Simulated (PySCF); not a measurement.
Excitation energy of Si⁺ by level of theory

Si⁺ [Ne] 3s2 3p1 (2P) → Si⁺ [Ne] 3s1 3p1 3d1 (high-spin determinant), as a difference of total energies. Calculation: PySCF 2.14, in aug-cc-pV(T+d)Z with one added diffuse shell each of s, p, d, f type (7s6p5d3f, 71 functions); the non-relativistic Hamiltonian (point nucleus). Correlated levels: valence: [Ne] frozen. The calculations carry no spin-orbit coupling.

```
           method  excitation energy (cm⁻¹)
              UHF                    110020
              LDA                    113420
              PBE                    112090
             PBE0                    113480
           r2SCAN                    110990
          r2SCAN0                    112910
           B2PLYP                    117450
           revPBE                    111260
    MP2 (valence)                    116620
SCS-MP2 (valence)                    119610
```

The promoted electron is Rydberg-like, and one or two diffuse shells describe it only roughly, which tends to raise the upper state.

The determinant of the upper state mixes LS terms, which raises its energy above the lowest term, most at the Hartree-Fock and MP2 levels.
